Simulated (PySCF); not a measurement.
**Steps of a relaxation of [Pb(OH)5]−**

[Pb(OH)5]− (singlet). PySCF 2.14.0, RKS PBE, Pb def2-SVP with ECP60, O def2-SVP, H def2-SVP; non-relativistic Hamiltonian with scalar-relativistic core potentials where named; density fitting; no spin-orbit coupling. Origin of the start: displaced along the imaginary mode. Columns: position (Å) and force (eV/Å). Energies are counted from the last step; some of the 37 steps are shown. Forces carry noise of the integration grid, about 0.01 to 0.03 eV/Å.

Run from Python with OMP_NUM_THREADS=2. Where DIIS fails, smearing, a level shift and second-order steps follow.
It took 3.9 min on 2 threads of Arm Neoverse V1, with other jobs on the host, from the converged density of the start.

```xyz
11
step 0  E = 0.180 eV
Pb    0.0390    0.0001   -0.0227     0.00    0.00    0.01
O    -0.1377   -0.0101    2.1679     0.84    0.12    0.32
H     0.7845    0.1908    2.4921    -0.82   -0.12   -0.33
O     2.2260    0.0146    0.0704     0.21   -0.30    1.41
H     2.3650   -0.2500    1.0389    -0.22    0.30   -1.40
O    -0.1581    1.8820   -1.0679     0.01    0.01    0.00
H    -1.1372    1.8953   -0.9718     0.00    0.00    0.00
O    -2.1867   -0.0013    0.0272     0.00   -0.01    0.00
H    -2.2898    0.0236    1.0018     0.00    0.01    0.00
O    -0.1613   -1.8837   -1.0666    -0.01   -0.01    0.01
H    -1.1394   -1.9039   -0.9622     0.00    0.00    0.00
```

```xyz
11
step 12  E = 0.075 eV
Pb    0.0110    0.0207    0.0433     0.03    0.02    0.01
O    -0.0870   -0.0314    2.2328    -0.42   -0.16   -0.11
H     0.7424    0.4493    2.3871     0.42    0.17    0.10
O     2.1940    0.1602    0.2447     0.03   -0.23    0.19
H     2.3646   -0.6571    0.7691    -0.07    0.23   -0.21
O    -0.1625    1.9044   -1.0026    -0.01    0.00    0.00
H    -1.1451    1.9123   -0.9613     0.00   -0.01    0.00
O    -2.2125   -0.0246    0.0089    -0.01   -0.01    0.02
H    -2.3670    0.0204    0.9764     0.03    0.00   -0.03
O    -0.0765   -1.8671   -1.0153     0.00   -0.02    0.01
H    -1.0572   -1.9295   -0.9758     0.02    0.01    0.02
```

```xyz
11
step 24  E = 0.011 eV
Pb    0.0024    0.1263    0.1134    -0.03    0.02    0.04
O    -0.2152    0.1959    2.2788    -0.16    0.00   -0.06
H     0.7403    0.2573    2.4750     0.18    0.01    0.05
O     2.1801    0.1266    0.3381     0.00    0.05    0.08
H     2.3217   -0.8360    0.2339     0.03   -0.06   -0.05
O    -0.1703    2.0025   -0.9431    -0.06   -0.01    0.00
H    -1.1542    1.9731   -0.9590     0.05    0.02   -0.01
O    -2.2063   -0.0332   -0.1050     0.00    0.00   -0.09
H    -2.4506   -0.0456    0.8415    -0.01    0.01    0.09
O     0.0669   -1.8537   -0.7789     0.00   -0.03   -0.03
H    -0.9107   -1.9558   -0.7873     0.00    0.00    0.00
```

Task: Where does the relaxation end?

Result: It converges at step 36 in C1:
```xyz
11
step 36  E = 0
Pb   -0.0174    0.1337    0.1490
O    -0.2269    0.2703    2.3108
H     0.7359    0.2185    2.4948
O     2.1521    0.0825    0.4671
H     2.3147   -0.8231    0.1294
O    -0.1587    1.9599   -0.9978
H    -1.1408    1.9573   -1.0331
O    -2.2223   -0.0474   -0.0418
H    -2.4487   -0.0441    0.9113
O     0.0944   -1.8069   -0.8324
H    -0.8782   -1.9434   -0.8499
```

Task: How did the contacts change?

Result: 
```csv
contact,start (Å),end (Å)
Pb1–O2 (OH),2.198,2.176
Pb1–O4 (OH),2.189,2.193
Pb1–O6 (OH),2.162,2.161
Pb1–O8 (OH),2.226,2.221
Pb1–O10 (OH),2.163,2.177
```
